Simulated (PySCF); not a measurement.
**Arsenic: highly charged ions in a basis for the neutral atom**

As⁷⁺ [Ar] 3d8, As⁸⁺ [Ar] 3d7. Calculation: PySCF 2.14, in cc-pVDZ-PP with ECP10MDF (4s3p2d, 23 functions); scalar relativity through the core potential. No spin-orbit coupling, so a gap to NIST mixes the basis error with missing relativistic terms.

Changed run: basis of the neutral atom used for a highly charged ion. This setting is unsound on purpose.

```json
{"species": "As⁷⁺", "method": "UHF", "sound run (hartree)": "not run", "changed run (hartree)": "-314.92714", "converged": "yes"}
{"species": "As⁷⁺", "method": "r2SCAN", "sound run (hartree)": "not run", "changed run (hartree)": "-315.70385", "converged": "yes"}
{"species": "As⁷⁺", "method": "M06-2X", "sound run (hartree)": "not run", "changed run (hartree)": "-315.90211", "converged": "yes"}
{"species": "As⁸⁺", "method": "UHF", "sound run (hartree)": "not run", "changed run (hartree)": "-307.87422", "converged": "yes"}
{"species": "As⁸⁺", "method": "r2SCAN", "sound run (hartree)": "not run", "changed run (hartree)": "-308.58431", "converged": "yes"}
{"species": "As⁸⁺", "method": "M06-2X", "sound run (hartree)": "not run", "changed run (hartree)": "-308.74431", "converged": "yes"}
```

Ionisation energy of As⁷⁺:

```tsv
method	changed run (eV)	NIST (eV)
UHF	191.92	180 ± 2.1
r2SCAN	193.73	180 ± 2.1
M06-2X	194.77	180 ± 2.1
```

The contracted functions were made for the neutral atom and can be too rigid for a highly charged ion.
